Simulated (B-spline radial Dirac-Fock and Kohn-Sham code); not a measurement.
# Two-hole binding energies of Pd⁶⁺

System: Pd⁶⁺ in the configuration [Kr] 4d4.

Input file task.json (cfg lists n, l and occupation; rrms is the nuclear radius in fm):

```json
{"items": [{
  "Z": 46,
  "q": 6,
  "cfg": [[1, 0, 2], [2, 0, 2], [2, 1, 6], [3, 0, 2], [3, 1, 6], [3, 2, 10], [4, 0, 2], [4, 1, 6], [4, 2, 4]],
  "A": 106,
  "rrms": 4.5318,
  "do": ["binding", "quiet", "double"]
}]}
```

Command: `python xray_run.py task.json out`

Method: Dirac-Fock energy differences between relaxed states, corrected for Breit and QED terms. Computed with an atomic code on a B-spline grid. U is the two-hole binding energy less the two single-hole energies, the effective repulsion of the holes after relaxation. Each two-hole energy is an average over J within one jj subconfiguration.

```
          holes  E(a) (eV)  E(b) (eV)  E(ab) (eV)  U (eV)
   1s⁻¹ 2p1/2⁻¹    24464.9     3447.6     28121.0   208.5
   1s⁻¹ 3p1/2⁻¹    24464.9      676.5     25207.6    66.2
   1s⁻¹ 3d5/2⁻¹    24464.9      448.5     24971.2    57.9
           2s⁻²     3726.7     3726.7           ?       ?
        2p1/2⁻²     3447.6     3447.6      7047.5   152.4
2p1/2⁻¹ 2p3/2⁻¹     3447.6     3290.4      6876.2   138.2
        2p3/2⁻²     3290.4     3290.4      6719.4   138.5
   2s⁻¹ 3p1/2⁻¹     3726.7      676.5      4460.3    57.0
   2s⁻¹ 3d3/2⁻¹     3726.7      453.8      4239.7    59.2
   2s⁻¹ 3d5/2⁻¹     3726.7      448.5      4233.8    58.6
2p1/2⁻¹ 3p3/2⁻¹     3447.6      648.4      4153.4    57.5
2p1/2⁻¹ 3d5/2⁻¹     3447.6      448.5      3955.8    59.8
        3p1/2⁻²      676.5      676.5      1401.3    48.2
3p1/2⁻¹ 3p3/2⁻¹      676.5      648.4      1369.2    44.3
```

Q: Give the missing two-hole energy and U.

A: E(ab) = 7577.9 eV and U = 124.5 eV.

Run: 33 s of CPU time on 1 thread of Intel(R) Xeon(R) Platinum 8375C CPU @ 2.90GHz (shared host), peak memory 0.42 GiB.
